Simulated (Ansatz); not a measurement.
`NBCF` + H–F → `FBCF` + NH₃ at 700 K and 1 bar (ligand exchange at a B–N bond).

Calculated with Ansatz (gas phase, PBE0-D4/def2-TZVP geometries, no zero-point term in ΔE). CCSD(T)/CBS is the MP2 limit (def2-TZVPP, def2-QZVPP) plus CCSD(T) − MP2 in def2-TZVPP, frozen cores. This one scheme is used for every species. One conformer a species, not always the lowest.

```
species  CCSD(T)/CBS energy (Eh)  H − E (kJ/mol)  S (J/(mol·K))
 `NBCF`               -220.38912           243.7          378.8
    H–F               -100.39570            45.2          198.5
 `FBCF`               -264.27174           168.2          361.4
    NH₃                -56.50880           116.9          226.5
```

H − E and S are ideal-gas, rigid-rotor, harmonic terms from PBE0-D4/def2-TZVP, for one conformer and one mirror image of each species. 1 Eh = 2625.50 kJ/mol, R = 8.31446 J/(mol·K).

Task: By hand: ΔE, ΔH, ΔS and ΔG.

Result: ΔE = (-264.27174) + (-56.50880) − (-220.38912) − (-100.39570) = 0.00428 Eh = 11.2 kJ/mol. Δ(H − E) = 168.2 + 116.9 − 243.7 − 45.2 = -3.8, so ΔH = 7.4 kJ/mol. ΔS = 361.4 + 226.5 − 378.8 − 198.5 = 10.6 J/(mol·K). ΔG = 7.4 − 700 × (10.6)/1000 = 0.0 kJ/mol.

Task: By hand: the equilibrium constant, and the temperature at which ΔG would vanish if ΔH and ΔS stayed fixed.

Result: log₁₀ K = −ΔG/(RT ln 10) = 0.0. ΔG = 0 at ΔH/ΔS = 698 K, though so small a ΔH makes that figure unsure.

TΔS isn't small against ΔH here. The sign of ΔG lies within the doubt. A doubt of 5 kJ/mol in ΔE shifts log₁₀ K by 0.4 here. Other conformers and mirror images would add mixing entropy, several J/(mol·K) or more a flexible species. These are equilibria of isolated gas molecules and say nothing of rates. Largest T1 diagnostic: 0.012 (customary marks: 0.02 for closed shells, 0.045 for open ones).
